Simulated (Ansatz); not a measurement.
Ansatz results at the PBE0-D4/def2-TZVP geometry: HOMO–LUMO gap (PBE/def2-TZVPP) 6.96 eV; LUMO energy (PBE/def2-TZVPP) -0.06 eV; LUMO energy (PBE0/def2-TZVPP) 0.92 eV.

Each molecule was computed in one conformer, which needn't be the lowest.

(1) Which molecule gave them?
A. `OB(Br)Br`
B. `BN([SiH3])[SiH3]`
C. `[SiH3]OB(S)O[SiH3]`
D. `COB(Cl)OC`

## Answers

(1) D. The others give `[SiH3]OB(S)O[SiH3]`: 5.16, -1.15, -0.31; `OB(Br)Br`: 5.38, -1.65, -0.72; `BN([SiH3])[SiH3]`: 5.57, -1.65, -0.69.
